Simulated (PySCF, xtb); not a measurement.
C₂H₆OZn, SMILES [CH3][Zn][O]C.

GFN2-xTB in xtb 6.7.1 at its own geometry gives an orbital gap of 3.79 eV and a dipole moment of 1.95 D.

Geometry optimised at B3LYP-D3(BJ)/def2-SVP. The structure was generated by enumeration; whether it is a known compound was not checked. The values are those of a single conformer.

Task: What does PBE0/def2-TZVP in PySCF give? (The exact figures need the calculation; the answer reports its results.)

Result: gap 6.78 eV (levels -7.10 and -0.32 eV), dipole 1.62 D.
